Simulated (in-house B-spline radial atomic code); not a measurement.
Br⁷⁺. Computed with a B-spline radial atomic code. Model: all-electron spherical atom, spin shells full or empty, radial basis limit, no spin-orbit coupling, Breit or QED, empty-state partial waves extrapolated as (l+1/2)^-4, RPA, G0W0 and static COHSEX of the highest shell as one setting changes (uncorrelated shells keep exact exchange).

Given: element Br; charge 7; filled core Ar; hamiltonian one-electron scalar X2C; mean-field start HSE06; highest l of empty states 9; nuclear rms radius 4.1629 fm; highest mean-field shell 3d.

Shell: 3d 5 5 (electrons up and down).

```
lowest nl shells left uncorrelated  RPA correlation energy (hartree)  G0W0 level (eV)  G0W0 minus most complete (meV)  COHSEX level (eV)  linearised minus solved G0W0 (meV)
                                 0                           -2.1078          -193.47                               0            -198.25                               -20.3
                                 1                                 ?                ?                               ?                  ?                                   ?
                                 2                           -1.7738          -193.44                            29.9            -198.23                               -20.2
                                 3                           -1.2748          -193.36                             111            -198.23                                 -20
                                 4                                 ?                ?                               ?                  ?                                   ?
                                 5                          -0.58885          -194.36                            -893             -198.5                               -25.3
```

(1) What follows for lowest nl shells left uncorrelated = 4?

(2) What follows for lowest nl shells left uncorrelated = 1?

## Answers

(1) RPA correlation energy -1.0909 hartree; G0W0 level -193.45 eV; G0W0 minus most complete 23.9 meV; COHSEX level -198.16 eV; linearised minus solved G0W0 -20.7 meV.

(2) RPA correlation energy -1.9537 hartree; G0W0 level -193.47 eV; G0W0 minus most complete 0.7 meV; COHSEX level -198.25 eV; linearised minus solved G0W0 -20.3 meV.
